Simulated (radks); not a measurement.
Q: The mean radii <r> (bohr) of the occupied orbitals of an atom or ion are listed with their occupations. All-electron calculation, scalar-relativistic Kohn-Sham, LDA (Slater exchange, Perdew-Wang correlation), spin-polarised, spherical densities, finite nucleus; Fermi nuclear charge, rms radius of each element as measured or else 0.836 A^(1/3) + 0.57 fm. Program: a radial shooting solver on a logarithmic mesh with Libxc functionals.

orbital  occ.      <r>
1s up       1  0.04414
1s down     1  0.04414
2s up       1   0.1963
2s down     1   0.1962
2p up       3   0.1713
2p down     3   0.1712
3s up       1   0.5698
3s down     1   0.5702
3p up       3   0.5821
3p down     3   0.5826
3d up       5   0.6037
3d down     4   0.6047
4s up       1    1.548
4s down     1    1.549
4p up       1    1.745
5s up       1    3.404

Name the element and its charge. Open shells, if any, are filled with parallel spins first.

A: Z = 34, selenium, charge +3: Se3+ in [Ar] 3d9 4s2 4p1 5s1. The 1s radius gives Z: for a bare nucleus <r> = (2 gamma + 1)/(2Z) with gamma = sqrt(1 - (Z/c)^2), 0.0432 bohr for Z = 34, and screening makes it slightly larger (0.04414 here). The occupations add up to 31, and the charge is Z minus that.
